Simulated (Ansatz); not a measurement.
## A cut through the energy surface

BClOF (SMILES [O]B(F)Cl), doublet, at its PBE0-D4/def2-TZVP minimum:

```
4
angstrom
O -0.2399 -1.2574 -0.5180
B -0.0973 -0.0060 -0.0617
F -0.9969 0.9298 -0.2571
Cl 1.3897 0.2732 0.8165
```

The angle Cl4–B2–O1 (114.2° at the minimum) is set to the values below, Cl4, with anything bonded beyond it, turning rigidly in the plane of the angle. Each method's energies count from its own value at the PBE0-D4 minimum structure. Ansatz 0.2.0; basis: def2-TZVPP; cores frozen in the correlated methods; orbitals are unrestricted. B3LYP uses VWN-RPA correlation.

CCSD(T) energies along the scan:
```json
{"angle (°)": "90.2", "CCSD(T) (eV)": "0.709"}
{"angle (°)": "96.2", "CCSD(T) (eV)": "0.397"}
{"angle (°)": "102.2", "CCSD(T) (eV)": "0.182"}
{"angle (°)": "108.2", "CCSD(T) (eV)": "0.051"}
{"angle (°)": "114.2", "CCSD(T) (eV)": "0.000"}
{"angle (°)": "120.2", "CCSD(T) (eV)": "0.032"}
{"angle (°)": "126.2", "CCSD(T) (eV)": "0.152"}
{"angle (°)": "132.2", "CCSD(T) (eV)": "0.374"}
{"angle (°)": "138.2", "CCSD(T) (eV)": "0.717"}
```
They count from the CCSD(T) energy at the PBE0-D4 minimum.

Minimum and curvature along this coordinate at CCSD(T): A fifth-order fit through the nearest points gives 114.9°, with a curvature of about 2.3 meV/deg².

Largest difference from the CCSD(T) curve over the scan: PBE-D4 0.177; r2SCAN-D4 0.082; PBE0-D4 0.080; B3LYP-D4 0.069 eV. Each curve counts from its own value at the minimum.

No T1 diagnostic of these runs exceeds 0.025. ⟨S²⟩ of the unrestricted Hartree–Fock references: 0.76 (a pure state has 0.75).

For scale, one of the runs: CCSD(T)/def2-TZVPP, 135 basis functions (an equivalent command: `ansatz run in.yaml --threads 4`). Hardware: 4 CPU threads, shared host. Wall time 19 s; peak host memory 1.9 GiB.
